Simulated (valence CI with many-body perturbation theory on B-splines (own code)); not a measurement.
Energy levels of As26+

Calculated by relativistic CI+MBPT: five valence electrons over a frozen Dirac-Fock core [He], a basis of 11 s, 11 p, 10 d, 8 f, 5 g, 2 h functions for each j, with the one-electron correlation potential Σ1 (screened to all orders), the two-electron term Σ2, the three-electron term Σ3, Breit, model QED; selected single and double excitations, second order for the rest, scaled by the run's own slope (own B-spline code, finite nucleus).

No measured spectrum was set against this ion. As an estimate, large intervals hold to a few tenths of a per cent, small ones and those within an open d or f shell to about a per cent. Among the levels kept, up to 5300 cm⁻¹ of a level comes from second order outside the variational space, and about a tenth of that is noise between levels of different J, which matters for small intervals.

Levels 136 to 180 of 209, with energies above the lowest level, (2s^2 2p1/2^2 2p3/2) J=3/2. "Leading %" is the weight of the configuration and term that name the level; weights of strongly mixed levels are sums over their largest components and can fall short, so below about 35 % the name and the second component can differ from the true leading terms, or belong to a minority configuration. In the jj column 3d3/2^4 stands for four electrons in 3d with j = 3/2.

```
No.  Configuration  Term     J  E (× 10³ cm⁻¹)  Leading %                      Leading jj      g
136      2s.2p3.3d   4F°   7/2           14483         64   2s 2p1/2 2p3/2^2 3d5/2 (48 %)  1.291
137      2s.2p3.3p    4D   7/2           14483         40   2s 2p1/2 2p3/2^2 3p3/2 (57 %)  1.295
138      2s.2p3.3d   4D°   3/2           14489         60   2s 2p1/2 2p3/2^2 3d3/2 (49 %)  1.279
139      2s.2p3.3d   4G°   9/2           14493         59   2s 2p1/2 2p3/2^2 3d5/2 (64 %)  1.235
140      2s.2p3.3d   4P°   1/2           14505         41   2s 2p1/2 2p3/2^2 3d3/2 (55 %)  2.062
141      2s.2p3.3d   4P°   5/2           14508         36   2s 2p1/2^2 2p3/2 3d5/2 (40 %)  1.365
142      2s.2p3.3d   4P°   3/2           14531         39   2s 2p1/2^2 2p3/2 3d5/2 (58 %)  1.532
143      2s.2p3.3p    4P   5/2           14537         31   2s 2p1/2 2p3/2^2 3p3/2 (55 %)  1.256
144      2s.2p3.3d   2G°   7/2           14537         55   2s 2p1/2 2p3/2^2 3d3/2 (44 %)  1.034
145      2s.2p3.3p    4P   3/2           14546         52   2s 2p1/2 2p3/2^2 3p1/2 (64 %)  1.447
146      2s.2p3.3p    2P   1/2           14554         49   2s 2p1/2 2p3/2^2 3p1/2 (60 %)  1.389
147      2s.2p3.3p    2D   3/2           14556         47   2s 2p1/2 2p3/2^2 3p3/2 (53 %)  1.091
148      2s.2p3.3d   4F°   9/2           14560         90   2s 2p1/2 2p3/2^2 3d5/2 (66 %)  1.312
149      2s.2p3.3p    4P   1/2           14562         46   2s 2p1/2 2p3/2^2 3p3/2 (62 %)  1.980
150      2s.2p3.3d   4G°  11/2           14576        100  2s 2p1/2 2p3/2^2 3d5/2 (100 %)  1.268
151      2s.2p3.3d   2D°   5/2           14587         28   2s 2p1/2 2p3/2^2 3d5/2 (58 %)  1.172
152      2s.2p3.3d   4D°   7/2           14597         72   2s 2p1/2 2p3/2^2 3d3/2 (56 %)  1.349
153      2s.2p3.3p    4P   5/2           14599         55   2s 2p1/2 2p3/2^2 3p3/2 (76 %)  1.431
154      2s.2p3.3d   2P°   1/2           14601         35   2s 2p1/2 2p3/2^2 3d5/2 (66 %)  1.590
155      2s.2p3.3d   2G°   9/2           14610         77   2s 2p1/2 2p3/2^2 3d3/2 (62 %)  1.135
156      2s.2p3.3d   2P°   3/2           14616         15   2s 2p1/2 2p3/2^2 3d5/2 (51 %)  1.355
157      2s.2p3.3d   4D°   5/2           14618         53   2s 2p1/2 2p3/2^2 3d3/2 (85 %)  1.422
158      2s.2p3.3s   2P°   3/2           14623         50            2s 2p3/2^3 3s (63 %)  1.417
159      2s.2p3.3s   2P°   1/2           14625         56            2s 2p3/2^3 3s (74 %)  1.064
160      2s.2p3.3d   4P°   3/2           14640         43   2s 2p1/2 2p3/2^2 3d3/2 (92 %)  1.639
161      2s.2p3.3p    2P   3/2           14654         45   2s 2p1/2 2p3/2^2 3p3/2 (58 %)  1.384
162      2s.2p3.3d   2P°   1/2           14655         40   2s 2p1/2 2p3/2^2 3d5/2 (82 %)  1.265
163      2s.2p3.3p    2P   1/2           14655         51   2s 2p1/2 2p3/2^2 3p3/2 (57 %)  1.470
164      2s.2p3.3d   2D°   3/2           14696         35   2s 2p1/2 2p3/2^2 3d5/2 (88 %)  1.239
165      2s.2p3.3d   2F°   7/2           14709         74   2s 2p1/2 2p3/2^2 3d5/2 (58 %)  1.144
166      2s.2p3.3d   2D°   5/2           14715         46   2s 2p1/2 2p3/2^2 3d5/2 (75 %)  1.110
167      2s.2p3.3p    2F   5/2           14725         51         2s 2p3/2^3 3p1/2 (55 %)  1.036
168      2s.2p3.3d   4F°   3/2           14738         71   2s 2p1/2 2p3/2^2 3d3/2 (92 %)  0.562
169      2s.2p3.3p    2P   3/2           14742         38         2s 2p3/2^3 3p1/2 (48 %)  1.186
170      2s.2p3.3d   4F°   5/2           14753         51   2s 2p1/2 2p3/2^2 3d5/2 (56 %)  1.107
171      2s.2p3.3p    2F   7/2           14757         69         2s 2p3/2^3 3p3/2 (59 %)  1.226
172      2s.2p3.3d   4F°   7/2           14772         43   2s 2p1/2 2p3/2^2 3d5/2 (67 %)  1.199
173      2s.2p3.3d   4D°   1/2           14783         62   2s 2p1/2 2p3/2^2 3d3/2 (82 %)  0.534
174      2s.2p3.3d   4P°   5/2           14791         34   2s 2p1/2 2p3/2^2 3d5/2 (57 %)  1.286
175      2s.2p3.3p    2P   3/2           14792         45         2s 2p3/2^3 3p3/2 (48 %)  1.127
176      2s.2p3.3p    2D   5/2           14794         68         2s 2p3/2^3 3p3/2 (48 %)  1.289
177      2s.2p3.3d   4D°   3/2           14803         49   2s 2p1/2 2p3/2^2 3d3/2 (50 %)  1.327
178      2s.2p3.3d   2D°   3/2           14816         63   2s 2p1/2 2p3/2^2 3d5/2 (41 %)  0.772
179      2s.2p3.3d   4F°   9/2           14822         41   2s 2p1/2 2p3/2^2 3d5/2 (55 %)  1.227
180      2s.2p3.3d   2F°   5/2           14827         38   2s 2p1/2 2p3/2^2 3d5/2 (62 %)  1.148
```

Where two levels of one J and parity lie close, their mixing, g and order are uncertain.
